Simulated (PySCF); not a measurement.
What happened in this job?

A core-ionisation job on C4H3ClSSi, SMILES `C#C[Si@@H]1C=C(Cl)S1`. Theory: PySCF, delta-SCF UKS SCAN, def2-TZVP on the ionised atom, pcseg-1 elsewhere, spin-free X2C.

Driver input (Å, PBE0-D3(BJ)/def2-SVP geometry):

```
{"job": {"kind": "xps", "basis": "def2-TZVP"}, "charge": 0, "multiplicity": 1}
C      2.8986     0.2538    -0.2797
C      1.8121    -0.0730     0.1603
Si     0.1891    -0.5653     0.8240
C     -1.2764    -0.4346    -0.2914
C     -1.8489     0.5534     0.4273
Cl    -3.3485     1.3295     0.1278
S     -0.8737     1.0549     1.8424
H      3.8579     0.5451    -0.6709
H      0.3317    -1.7856     1.6588
H     -1.6828    -0.8977    -1.1892
```

Output:

```
ground state, core basis on atom 0 (C), 142 functions
  cycle   1  E = -1304.72689722  |g| = 5.46e-01
  cycle   2  E = -1304.61597176  |g| = 8.12e-01
  cycle   3  E = -1304.78407507  |g| = 2.80e-01
  cycle   4  E = -1304.80667619  |g| = 5.75e-02
  cycle   5  E = -1304.80703260  |g| = 4.73e-02
  cycle   6  E = -1304.80762642  |g| = 1.02e-02
  cycle   7  E = -1304.80765163  |g| = 3.09e-03
  cycle   8  E = -1304.80765692  |g| = 2.19e-03
  cycle   9  E = -1304.80765758  |g| = 3.16e-04
  E(ground) = -1304.86514882 Eh
hole in C 1s of atom 0
  cycle   1  E = -1293.53393209  |g| = 1.46e+00
  cycle   2  E = -1286.18682187  |g| = 3.04e+00
  cycle   3  E = -1293.34710662  |g| = 1.03e+00
  cycle   4  E = -1293.56934886  |g| = 1.01e+00
  cycle   5  E = -1293.87052177  |g| = 5.30e-01
  ... (5 cycles left out)
  cycle  11  E = -1294.10496519  |g| = 5.59e-03
  cycle  12  E = -1294.10503644  |g| = 3.88e-03
  cycle  13  E = -1294.10505459  |g| = 2.13e-03
  cycle  14  E = -1294.10505743  |g| = 7.44e-04
  cycle  15  E = -1294.10505650  |g| = 2.47e-04
  E(ion) = -1294.16091290 Eh   <S^2> = 0.8505   hole on atom = 1.000   binding energy = 291.277 eV
ground state, core basis on atom 1 (C), 142 functions
  cycle   1  E = -1304.80877710  |g| = 3.56e-02
  cycle   2  E = -1304.80647604  |g| = 9.87e-02
  cycle   3  E = -1304.80907175  |g| = 9.12e-03
  cycle   4  E = -1304.80909669  |g| = 3.27e-03
  cycle   5  E = -1304.80909981  |g| = 1.97e-03
  cycle   6  E = -1304.80910064  |g| = 3.59e-04
  E(ground) = -1304.86647994 Eh
hole in C 1s of atom 1
  cycle   1  E = -1293.55141706  |g| = 1.47e+00
  cycle   2  E = -1287.80623983  |g| = 2.62e+00
  cycle   3  E = -1287.40832221  |g| = 2.49e+00
  cycle   4  E = -1293.82792467  |g| = 6.59e-01
  cycle   5  E = -1293.75296398  |g| = 8.61e-01
  ... (6 cycles left out)
  cycle  12  E = -1294.11427319  |g| = 4.69e-03
  cycle  13  E = -1294.11430006  |g| = 2.33e-03
  cycle  14  E = -1294.11430570  |g| = 1.39e-03
  cycle  15  E = -1294.11430698  |g| = 1.08e-03
  cycle  16  E = -1294.11430770  |g| = 3.29e-04
  E(ion) = -1294.16988721 Eh   <S^2> = 0.8579   hole on atom = 1.000   binding energy = 291.069 eV
ground state, core basis on atom 2 (Si), 144 functions
  cycle   1  E = -1304.83661158  |g| = 6.04e-02
  cycle   2  E = -1304.83245596  |g| = 1.32e-01
  cycle   3  E = -1304.83709534  |g| = 3.62e-02
  cycle   4  E = -1304.83743570  |g| = 5.78e-03
  cycle   5  E = -1304.83744445  |g| = 2.78e-03
  cycle   6  E = -1304.83744873  |g| = 1.00e-03
  cycle   7  E = -1304.83744773  |g| = 3.01e-04
  E(ground) = -1304.85355177 Eh
hole in Si 1s of atom 2
  cycle   1  E = -1235.84105581  |g| = 2.96e+00
... (27 lines left out)
  cycle   2  E = -1304.80786579  |g| = 4.59e-02
  cycle   3  E = -1304.80840288  |g| = 1.14e-02
  cycle   4  E = -1304.80843116  |g| = 4.89e-03
  cycle   5  E = -1304.80843622  |g| = 1.89e-03
  cycle   6  E = -1304.80843808  |g| = 7.10e-04
  cycle   7  E = -1304.80843829  |g| = 2.92e-04
  E(ground) = -1304.86534103 Eh
hole in C 1s of atom 3
  cycle   1  E = -1293.55059419  |g| = 1.48e+00
  cycle   2  E = -1292.02524363  |g| = 2.07e+00
  cycle   3  E = -1293.81341477  |g| = 7.24e-01
  cycle   4  E = -1293.98943410  |g| = 5.07e-01
  cycle   5  E = -1294.11445568  |g| = 2.06e-01
  ... (3 cycles left out)
  cycle   9  E = -1294.13776353  |g| = 4.46e-03
  cycle  10  E = -1294.13778232  |g| = 2.58e-03
  cycle  11  E = -1294.13779336  |g| = 1.61e-03
  cycle  12  E = -1294.13779744  |g| = 7.30e-04
  cycle  13  E = -1294.13779886  |g| = 3.33e-04
  E(ion) = -1294.19395682 Eh   <S^2> = 0.7819   hole on atom = 1.000   binding energy = 290.383 eV
ground state, core basis on atom 4 (C), 142 functions
  cycle   1  E = -1304.81165480  |g| = 2.75e-02
  cycle   2  E = -1304.81094663  |g| = 5.44e-02
  cycle   3  E = -1304.81185712  |g| = 1.06e-02
  cycle   4  E = -1304.81187730  |g| = 6.24e-03
  cycle   5  E = -1304.81188812  |g| = 1.95e-03
  cycle   6  E = -1304.81188803  |g| = 9.24e-04
  cycle   7  E = -1304.81188791  |g| = 2.65e-04
  E(ground) = -1304.86829344 Eh
hole in C 1s of atom 4
  cycle   1  E = -1293.44914524  |g| = 1.49e+00
  cycle   2  E = -1286.41808338  |g| = 3.04e+00
  cycle   3  E = -1285.74701457  |g| = 2.55e+00
  cycle   4  E = -1293.89454430  |g| = 4.73e-01
  cycle   5  E = -1293.48065053  |g| = 9.12e-01
  ... (5 cycles left out)
  cycle  11  E = -1294.03800292  |g| = 7.08e-03
  cycle  12  E = -1294.03817972  |g| = 3.12e-03
  cycle  13  E = -1294.03819691  |g| = 1.54e-03
  cycle  14  E = -1294.03819940  |g| = 5.61e-04
  cycle  15  E = -1294.03820050  |g| = 2.00e-04
  E(ion) = -1294.09199852 Eh   <S^2> = 0.9005   hole on atom = 1.000   binding energy = 293.238 eV
ground state, core basis on atom 5 (Cl), 144 functions
  cycle   1  E = -1304.81564606  |g| = 4.59e-02
  cycle   2  E = -1304.81514465  |g| = 5.68e-02
  cycle   3  E = -1304.81575209  |g| = 2.69e-02
  cycle   4  E = -1304.81594668  |g| = 5.36e-03
  cycle   5  E = -1304.81595455  |g| = 2.96e-03
  cycle   6  E = -1304.81595385  |g| = 7.40e-04
  cycle   7  E = -1304.81595532  |g| = 3.07e-04
  E(ground) = -1304.85791703 Eh
hole in Cl 1s of atom 5
  cycle   1  E = -1199.57904398  |g| = 3.72e+00
  cycle   2  E = -1197.84665613  |g| = 2.29e+00
  cycle   3  E = -1179.64382045  |g| = 4.14e+00
  cycle   4  E = -1200.38523941  |g| = 6.89e-01
  cycle   5  E = -1200.47613709  |g| = 6.08e-01
  ... (3 cycles left out)
  cycle   9  E = -1200.68561002  |g| = 2.55e-02
  cycle  10  E = -1200.68602384  |g| = 5.71e-03
  cycle  11  E = -1200.68604085  |g| = 1.78e-03
  cycle  12  E = -1200.68604380  |g| = 6.38e-04
  cycle  13  E = -1200.68604516  |g| = 2.89e-04
  E(ion) = -1200.74004793 Eh   <S^2> = 0.7526   hole on atom = 1.000   binding energy = 2833.192 eV
hole in Cl 2p of atom 5
  cycle   1  E = -1296.71446993  |g| = 1.62e+00
  cycle   2  E = -1294.60105581  |g| = 1.88e+00
  cycle   3  E = -1293.70436977  |g| = 2.07e+00
  cycle   4  E = -1296.97569830  |g| = 5.53e-01
  cycle   5  E = -1297.08975875  |g| = 3.68e-01
  ... (2 cycles left out)
  cycle   8  E = -1297.17748609  |g| = 4.24e-02
  cycle   9  E = -1297.17838300  |g| = 1.20e-02
  cycle  10  E = -1297.17845315  |g| = 6.57e-03
  cycle  11  E = -1297.17848139  |g| = 8.60e-04
  cycle  12  E = -1297.17848343  |g| = 3.66e-04
  E(ion) = -1297.22981380 Eh   <S^2> = 0.7517   hole on atom = 1.001   binding energy = 207.571 eV
  2p3/2 = 206.971 eV   2p1/2 = 208.593 eV
ground state, core basis on atom 6 (S), 144 functions
  cycle   1  E = -1304.82314309  |g| = 6.08e-02
  cycle   2  E = -1304.82130654  |g| = 9.65e-02
  cycle   3  E = -1304.82392732  |g| = 2.79e-02
  cycle   4  E = -1304.82409788  |g| = 1.39e-02
  cycle   5  E = -1304.82414496  |g| = 4.36e-03
  cycle   6  E = -1304.82414903  |g| = 9.78e-04
  cycle   7  E = -1304.82415132  |g| = 4.29e-04
  E(ground) = -1304.86754485 Eh
hole in S 1s of atom 6
  cycle   1  E = -1212.55392870  |g| = 3.45e+00
  cycle   2  E = -1210.40632984  |g| = 2.45e+00
  cycle   3  E = -1196.92649851  |g| = 3.67e+00
  cycle   4  E = -1213.50124432  |g| = 4.97e-01
  cycle   5  E = -1213.42852509  |g| = 6.03e-01
  ... (2 cycles left out)
  cycle   8  E = -1213.64953793  |g| = 3.34e-02
  cycle   9  E = -1213.65015212  |g| = 1.21e-02
  cycle  10  E = -1213.65024826  |g| = 1.31e-03
  cycle  11  E = -1213.65025170  |g| = 8.83e-04
  cycle  12  E = -1213.65025049  |g| = 4.31e-04
  E(ion) = -1213.68655541 Eh   <S^2> = 0.7514   hole on atom = 1.000   binding energy = 2481.161 eV
hole in S 2p of atom 6
  cycle   1  E = -1298.12524905  |g| = 1.47e+00
  cycle   2  E = -1295.81455394  |g| = 1.97e+00
  cycle   3  E = -1296.02841875  |g| = 1.85e+00
  cycle   4  E = -1298.45508786  |g| = 4.29e-01
  cycle   5  E = -1298.49840854  |g| = 3.36e-01
  ... (3 cycles left out)
  cycle   9  E = -1298.57284840  |g| = 5.47e-03
  cycle  10  E = -1298.57286772  |g| = 1.71e-03
  cycle  11  E = -1298.57286870  |g| = 1.23e-03
  cycle  12  E = -1298.57286990  |g| = 6.24e-04
  cycle  13  E = -1298.57287108  |g| = 3.91e-04
  E(ion) = -1298.62317842 Eh   <S^2> = 0.7539   hole on atom = 1.001   binding energy = 169.918 eV
  2p3/2 = 169.679 eV   2p1/2 = 170.901 eV
```

The program numbers atoms from 0. E(ground) and E(ion) are re-evaluated on a finer grid than the cycles, so they differ from the last cycles; that is no fault. The 2p3/2 and 2p1/2 values come from a spin–orbit splitting computed afterwards; their 2:1 mean is the average over the three 2p orbitals and can differ from the one hole solved. For S2p on atom 6 the hole solved lies over 0.1 eV from the shell's mean, so the printed split holds more than spin–orbit coupling.

Q: Do all binding energies of this run deserve the same trust?

A: No. Every hole passed the driver's convergence checks (|g| < 5e-4, core orbital emptied to over 0.9), but ⟨S²⟩ is 0.900 for C1s on atom 4, 0.858 for C1s on atom 1 and 0.851 for C1s on atom 0, against 0.75 for a pure doublet, so the unrestricted ion state holds higher spin components.

Q: How can it be mended?

A: Recompute such holes with a restricted open-shell or spin-projected scheme and compare; until then these binding energies are doubtful.

The run took 59 s of wall time on an Arm Neoverse V2 with one thread, shared host with 32 logical CPUs at a one-minute load of 30, and the process peaked at 0.53 GiB of memory.
